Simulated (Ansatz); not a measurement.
Cost and result for the atomization energy of `C[N]([GeH3])[SiH2]O` (14 atoms, 13 bonds).

```tsv
atom	x (Å)	y (Å)	z (Å)
C1	-0.0203	1.3796	-0.8030
N2	0.1816	0.0538	-0.2381
Ge3	-0.4506	-1.3442	-1.2634
Si4	0.7137	-0.1466	1.3753
O5	-0.4548	-0.2077	2.5390
H6	0.5027	2.1325	-0.2055
H7	-1.0790	1.6661	-0.8458
H8	0.3802	1.4437	-1.8213
H9	0.2482	-1.2804	-2.6352
H10	-0.1301	-2.6504	-0.5286
H11	-1.9705	-1.1923	-1.4760
H12	1.3797	-1.4619	1.4910
H13	1.6162	1.0048	1.6562
H14	-0.9170	0.6029	2.7553
```

The species carries charge 0 and has multiplicity 1. Correlated methods include outer-core shells of Ge, which these sets cover unevenly. Scalar relativity is left out up to krypton. The geometry is a stationary point of PBE0-D4/def2-TZVP. It is one conformer, not always the lowest. Program: Ansatz. All runs use 2 threads of an AMD EPYC 7R13 on a shared host and a share of an NVIDIA H100 80 GB. Times are those of one run each, without the atoms' runs, and a repeat can differ threefold. Electronic energies, without spin–orbit coupling; frozen cores. CCSD(T)/CBS adds CCSD(T) − MP2 in def2-TZVPP to the MP2 limit, and its time is that of the two runs behind it. T1 = 0.012. With those shells the extrapolation isn't a true limit. B3LYP takes the VWN-RPA correlation (the form of Gaussian; ORCA's B3LYP/G).

CCSD(T)/CBS is a level of theory with its own doubt, some kJ/mol a heavy atom from the limit and from the frozen cores, so smaller differences don't rank the functionals.

```tsv
level	functions	wall time	atomization (kcal/mol)	difference from CCSD(T)/CBS	per bond
B3LYP-D4/def2-TZVPP (with forces)	309	2.8 s	1129.6	-6.1	-0.5
ωB97M-V/def2-TZVPP (with forces)	309	4.3 s	1131.8	-3.9	-0.3
B2PLYP/def2-TZVPP	309	4.4 s	1117.3	-18.4	-1.4
PBE-D4/def2-TZVPP (with forces)	309	4.6 s	1135.2	-0.5	0.0
ωB97X-V/def2-TZVPP	309	5.5 s	1137.6	1.9	0.1
PBE0-D4/def2-TZVPP	309	6 s	1120.5	-15.2	-1.2
MP2/def2-QZVPP	600	6.5 s	1131.2	-4.5	-0.4
r2SCAN-D4/def2-TZVPP (with forces)	309	7 s	1128.0	-7.7	-0.6
CCSD(T)/def2-TZVPP	309	8.5 s	1106.7	-29.0	-2.2
CCSD(T)/CBS(def2)	–	15 s	1135.7	0.0	0.0
```

In def2-TZVPP, CCSD(T) changes the Hartree–Fock value by +293.0 kcal/mol (the triples alone add +14.5 kcal/mol) and MP2 by +300.2 kcal/mol; breaking electron pairs costs correlation energy, which Hartree–Fock lacks. From PBE to PBE0 (25 % exact exchange), in def2-TZVPP and without D4, the atomization energy moves by −13.5 kcal/mol: exact exchange takes away binding that semilocal exchange gives to molecules. The D4 term adds +12.4 kcal/mol with B3LYP and +6.6 kcal/mol with PBE0; it sums over pairs of atoms, weighted by their polarisabilities, and B3LYP, whose exchange is more repulsive, gets the larger term.
